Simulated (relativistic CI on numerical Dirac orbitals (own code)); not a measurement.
# Slater and spin-orbit integrals, Ir XXIX

Method of calculation: Dirac-Coulomb-Breit CI, orbitals from a KLI potential per configuration, QED by a radiative potential, unscaled Slater integrals (own radial code, finite nucleus).

Slater integrals F^k, G^k are unscaled and averaged over j, outside the closed core [Ar] 3d10; ζ comes from projecting the Hamiltonian with its Breit term on Σ l·s of the shell.

- 4s²4p⁶4d¹⁰4f³: F^2(4f,4f) = 251070, F^4(4f,4f) = 163530, F^6(4f,4f) = 119550, ζ(4f) = 10375 cm⁻¹; <r>(4f) = 0.4168, <r^2>(4f) = 0.1993 (bohr units).
- 4s²4p⁶4d⁹4f⁴: ζ(4d) = 61391, F^2(4f,4f) = 250670, F^4(4f,4f) = 163260, F^6(4f,4f) = 119340, F^2(4d,4f) = 231950, F^4(4d,4f) = 151140, G^1(4d,4f) = 248680, G^3(4d,4f) = 168070, G^5(4d,4f) = 122470, ζ(4f) = 10280 cm⁻¹; <r>(4d) = 0.4318, <r^2>(4d) = 0.2134, <r>(4f) = 0.4174, <r^2>(4f) = 0.1998 (bohr units).
- 4s²4p⁶4d¹⁰4f²5s: F^2(4f,4f) = 253680, F^4(4f,4f) = 165330, F^6(4f,4f) = 120900, ζ(4f) = 10632, G^3(4f,5s) = 34643 cm⁻¹; <r>(4f) = 0.4132, <r^2>(4f) = 0.1957, <r>(5s) = 0.7469, <r^2>(5s) = 0.6217 (bohr units).

Averages of the first 10 configurations, taken without configuration mixing, which lowers the lowest level and can move excited configurations by several eV; other configurations of the list can lie among them:

```json
{"Configuration": "4s²4p⁶4d¹⁰4f³", "Parity": "odd", "States": "364", "Average energy above the lowest level (eV)": "14.8"}
{"Configuration": "4s²4p⁶4d⁹4f⁴", "Parity": "even", "States": "10010", "Average energy above the lowest level (eV)": "248.7"}
{"Configuration": "4s²4p⁶4d¹⁰4f²5s", "Parity": "even", "States": "182", "Average energy above the lowest level (eV)": "162.3"}
{"Configuration": "4s²4p⁶4d¹⁰4f²5p", "Parity": "odd", "States": "546", "Average energy above the lowest level (eV)": "231.9"}
{"Configuration": "4s²4p⁶4d¹⁰4f5s²", "Parity": "odd", "States": "14", "Average energy above the lowest level (eV)": "321.0"}
{"Configuration": "4s²4p⁶4d¹⁰4f5s5p", "Parity": "even", "States": "168", "Average energy above the lowest level (eV)": "387.6"}
{"Configuration": "4s²4p⁵4d¹⁰4f⁴", "Parity": "odd", "States": "6006", "Average energy above the lowest level (eV)": "483.3"}
{"Configuration": "4s²4p⁶4d¹⁰4f²5d", "Parity": "even", "States": "910", "Average energy above the lowest level (eV)": "323.2"}
{"Configuration": "4s²4p⁶4d¹⁰4f5p²", "Parity": "odd", "States": "210", "Average energy above the lowest level (eV)": "460.1"}
{"Configuration": "4s²4p⁶4d¹⁰4f5s5d", "Parity": "odd", "States": "280", "Average energy above the lowest level (eV)": "481.4"}
```
